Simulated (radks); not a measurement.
Spherical quantum dot in the effective-mass picture: electrons in a parabolic well V = omega^2 r^2 / 2 with omega = 0.075, with a point charge +2 (a donor) at the centre, all in effective atomic units (hartree* = m*/eps^2 hartree, bohr* = eps/m* bohr), one dielectric constant everywhere. Calculated with a radial shooting solver with Libxc functionals: non-relativistic Kohn-Sham, LDA (Slater exchange, Perdew-Wang correlation), spin-polarised, spherical densities. Levels are named by radial order and angular momentum (1s, 1p, 1d, 2s, ...), and open shells are averaged over m. At N = 18 the configuration is 1s2 1p6 1d(up 5, down 3) 2s2. Does electron 19 go into 1f up or 1d down or 1f down?

Answer. Into 1d down. The total energies of the other choices lie higher by 0.0214 hartree* (1f up), 0.0254 hartree* (1f down).
